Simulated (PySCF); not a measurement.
Geometry (Å), atoms numbered from 1 in this order:
```xyz
14

F     0.3823   -0.1681   -2.4121
C     0.1538   -0.5504   -1.1115
C    -1.0599    0.1757   -0.5163
C    -0.7996    0.2235    0.9954
C     0.7137    0.2668    1.0902
O     1.3251    1.1608    0.2091
C     1.2929   -0.1822   -0.1780
H     0.0302   -1.6413   -1.1335
H    -1.9974   -0.3138   -0.7690
H    -1.0666    1.1863   -0.9252
H    -1.2650    1.0914    1.4602
H    -1.1615   -0.6792    1.4901
H     1.2054    0.1171    2.0433
H     2.2459   -0.6870   -0.2649
```

Geometry: GFN2-xTB; GIAO shifts from PySCF, gas phase, non-relativistic, averaged over equivalent atoms.

At PBE/ANO-RCC-VDZP (133 basis functions, 79 s wall time on 1 thread of an Arm Neoverse V2, shared host):
```
atoms  δ (ppm)
   F1   -251.8
   C2    100.7
   C7     55.5
   C5     53.5
   C4     28.1
   C3     27.3
   O6     16.7
   H8     5.27
  H14     3.40
  H13     3.34
  H11     2.09
   H9     1.80
  H10     1.78
  H12     1.51
```

Shifts are taken against calculated references (same method and geometry level): ¹⁹F (σref 145.79) against CFCl3; ¹³C (σref 186.22) and ¹H (σref 31.69) against TMS; ¹⁷O (σref 331.73) vs H2O.

Q: What do these become at PBE0/pcSseg-1?

A: 
```json
{"atoms": "F1", "δ at PBE0/pcSseg-1": "-234.1", "change": "+17.7"}
{"atoms": "C2", "δ at PBE0/pcSseg-1": "98.6", "change": "-2.1"}
{"atoms": "C7", "δ at PBE0/pcSseg-1": "54.1", "change": "-1.4"}
{"atoms": "C5", "δ at PBE0/pcSseg-1": "51.8", "change": "-1.7"}
{"atoms": "C4", "δ at PBE0/pcSseg-1": "28.4", "change": "+0.3"}
{"atoms": "C3", "δ at PBE0/pcSseg-1": "27.1", "change": "-0.2"}
{"atoms": "O6", "δ at PBE0/pcSseg-1": "20.5", "change": "+3.8"}
{"atoms": "H8", "δ at PBE0/pcSseg-1": "5.06", "change": "-0.21"}
{"atoms": "H14", "δ at PBE0/pcSseg-1": "3.19", "change": "-0.21"}
{"atoms": "H13", "δ at PBE0/pcSseg-1": "3.01", "change": "-0.33"}
{"atoms": "H11", "δ at PBE0/pcSseg-1": "2.08", "change": "-0.01"}
{"atoms": "H9", "δ at PBE0/pcSseg-1": "1.79", "change": "-0.01"}
{"atoms": "H10", "δ at PBE0/pcSseg-1": "1.96", "change": "+0.18"}
{"atoms": "H12", "δ at PBE0/pcSseg-1": "1.38", "change": "-0.13"}
```

Referencing at the same level of theory: ¹⁹F (170.95 ppm) against CFCl3; TMS for ¹³C (186.93 ppm), ¹H (31.72 ppm); ¹⁷O (336.08 ppm) vs H2O.

The largest change is at F1 (fluorine on an sp3 carbon). Cost: 154 basis functions, 19 s wall time on 1 thread of an Arm Neoverse V2, shared host. The order of the carbon signals is the same at both levels.

Unscaled 19F shifts against computed CFCl3 carry errors that often reach 10 to 50 ppm. Experimental scales use liquid or dissolved standards, which lie at an offset from isolated H2O (liquid H2O: subtract about 36 ppm).
